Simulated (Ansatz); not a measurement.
`OB(O)F` + CH₃SH → `CSB(O)F` + H₂O  (ligand exchange at a B–O bond)

Calculated with Ansatz (gas phase, PBE0-D4/def2-TZVP geometries, no zero-point term in ΔE). CCSD(T)/CBS is the MP2 limit (def2-TZVPP, def2-QZVPP) plus CCSD(T) − MP2 in def2-TZVPP, frozen cores. This one scheme is used for every species. Functionals use def2-TZVPP. HSE06 is defined as in plane-wave codes. Each species was taken in one conformer, which may not be the lowest.

```json
{"level": "PBE-D4", "ΔE (kJ/mol)": "54.0", "difference from CCSD(T)/CBS": "-6.1"}
{"level": "B97M-V", "ΔE (kJ/mol)": "64.3", "difference from CCSD(T)/CBS": "4.2"}
{"level": "ωB97M-V", "ΔE (kJ/mol)": "65.1", "difference from CCSD(T)/CBS": "5.0"}
{"level": "B2PLYP", "ΔE (kJ/mol)": "68.1", "difference from CCSD(T)/CBS": "8.0"}
{"level": "r2SCAN0", "ΔE (kJ/mol)": "66.7", "difference from CCSD(T)/CBS": "6.6"}
{"level": "HSE06", "ΔE (kJ/mol)": "63.0", "difference from CCSD(T)/CBS": "2.9"}
{"level": "HF/def2-SVP", "ΔE (kJ/mol)": "96.6", "difference from CCSD(T)/CBS": "36.5"}
{"level": "MP2/def2-SVP", "ΔE (kJ/mol)": "78.2", "difference from CCSD(T)/CBS": "18.1"}
{"level": "CCSD/def2-SVP", "ΔE (kJ/mol)": "83.4", "difference from CCSD(T)/CBS": "23.3"}
{"level": "CCSD(T)/def2-SVP", "ΔE (kJ/mol)": "80.5", "difference from CCSD(T)/CBS": "20.4"}
{"level": "MP2/def2-TZVPP", "ΔE (kJ/mol)": "60.1", "difference from CCSD(T)/CBS": "0.0"}
{"level": "SCS-MP2/def2-TZVPP", "ΔE (kJ/mol)": "65.6", "difference from CCSD(T)/CBS": "5.5"}
{"level": "HF/def2-QZVPP", "ΔE (kJ/mol)": "88.0", "difference from CCSD(T)/CBS": "27.9"}
{"level": "MP2/def2-QZVPP", "ΔE (kJ/mol)": "57.5", "difference from CCSD(T)/CBS": "-2.6"}
{"level": "SCS-MP2/def2-QZVPP", "ΔE (kJ/mol)": "63.3", "difference from CCSD(T)/CBS": "3.2"}
{"level": "MP2/CBS(def2)", "ΔE (kJ/mol)": "55.4", "difference from CCSD(T)/CBS": "-4.7"}
{"level": "CCSD(T)/CBS", "ΔE (kJ/mol)": "60.1", "difference from CCSD(T)/CBS": "0"}
```

Largest T1 diagnostic among the species: 0.012.

From r2SCAN to r2SCAN0 (25 % exact exchange), in def2-TZVPP and without D4, ΔE moves by +3.5 kJ/mol. At CCSD(T), def2-SVP lies +20.4 kJ/mol from the extrapolated value and def2-TZVPP +4.7 kJ/mol.
